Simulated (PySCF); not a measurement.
BH3O3. Atoms are numbered in the order given.

```xyz
7

O     -0.6333     1.2342     0.0000
B     -0.0315     0.0090     0.0000
O      1.3487    -0.0424     0.0000
O     -0.8635    -1.0821     0.0000
H      0.0260     1.9416     0.0000
H      1.7273    -0.9305     0.0000
H     -0.4104    -1.9336     0.0000
```
Charge 0, spin multiplicity 1.

Coordinates come from a TPSSh-D3(BJ)/def2-SVP optimisation. Other conformers were not sampled.

Level of theory: PBE/def2-TZVPD in PySCF.

Mulliken values depend strongly on the basis, most of all with diffuse functions as here. Atomic charges (e):

| atom | IAO | Mulliken |
|---|---|---|
| O1 | [?] | -0.41 |
| B2 | [?] | 0.48 |
| O3 | [?] | -0.42 |
| O4 | [?] | -0.43 |
| H5 | [?] | 0.28 |
| H6 | [?] | 0.24 |
| H7 | [?] | 0.25 |

**Question.** What belongs in the gaps? (Estimate from the structure and the level; the computed values follow.)

**Answer.** 
- O1, IAO: -0.56
- B2, IAO: 0.59
- O3, IAO: -0.58
- O4, IAO: -0.56
- H5, IAO: 0.37
- H6, IAO: 0.36
- H7, IAO: 0.36
